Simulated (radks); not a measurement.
Q: Radial electron density D(r) = 4 pi r^2 rho(r) of an atom or ion with 33 electrons. Calculated with a radial shooting solver on a logarithmic mesh with Libxc functionals: scalar-relativistic Kohn-Sham, PBEsol, spin-polarised, spherical densities, finite nucleus; Fermi nuclear charge, rms radius of each element as measured or else 0.836 A^(1/3) + 0.57 fm.

r (bohr),D(r) (e/bohr),spin D(r)
0.0008839,3.367,-0.0000880
0.0009966,4.104,-0.000102
0.001124,4.993,-0.000115
0.001267,6.062,-0.000126
0.00144,7.435,-0.000133
0.001624,8.978,-0.000130
0.001831,10.81,-0.000109
0.002064,12.97,-0.0000590
0.002327,15.50,0.0000396
0.002624,18.45,0.000215
0.002958,21.85,0.000511
0.003336,25.73,0.000994
0.003761,30.12,0.00176
0.004274,35.36,0.00306
0.004819,40.76,0.00495
0.005434,46.57,0.00782
0.006127,52.69,0.0121
0.006908,58.96,0.0185
0.007788,65.16,0.0279
0.008781,71.04,0.0415
0.009901,76.29,0.0611
0.01116,80.59,0.0888
0.01269,83.80,0.130
0.01431,85.28,0.185
0.01613,85.21,0.257
0.01819,83.72,0.352
0.0205,81.21,0.473
0.02312,78.33,0.622
0.02607,75.96,0.797
0.02939,75.08,0.991
0.03314,76.54,1.19
0.03766,81.18,1.38
0.04246,88.19,1.50
0.04788,96.69,1.52
0.05398,104.9,1.41
0.06086,110.7,1.16
0.06862,112.2,0.792
0.07737,108.6,0.379
0.08724,100.7,0.0603
0.09836,91.10,-0.00213
0.1118,82.83,0.361
0.126,80.06,1.12
0.1421,82.96,2.08
0.1602,89.36,2.90
0.1807,94.75,3.15
0.2037,94.37,2.59
0.2297,85.73,1.40
0.259,70.10,0.265
0.292,51.92,0.0477
0.3318,35.42,1.45
0.3741,25.63,4.05
0.4218,20.72,6.79
0.4756,17.92,8.37
0.5363,14.75,8.09
0.6046,10.55,6.25
0.6817,6.244,3.87
0.7686,2.979,1.91
0.8667,1.121,0.740
0.985,0.2966,0.202
1.111,0.06322,0.0445
1.252,0.009768,0.00711
1.412,0.001056,0.000794

What is the nuclear charge?

A: Z = 64. The innermost maximum, from 1s, lies near gamma/Z bohr with gamma = sqrt(1 - (Z/c)^2) = 0.884, here 0.0138 bohr (found: 0.0151), and its height grows with Z. The density is that of the gadolinium ion Gd31+ in [Ar] 3d10 4s2 4p3; the configuration itself is not fixed sharply by these data, and Z only to a few units. D(r) has 3 maxima, at r = 0.0151, 0.0670, 0.191 bohr, and minima at 0.0292, 0.126 bohr, inside which lie 1.95, 11.12 electrons.
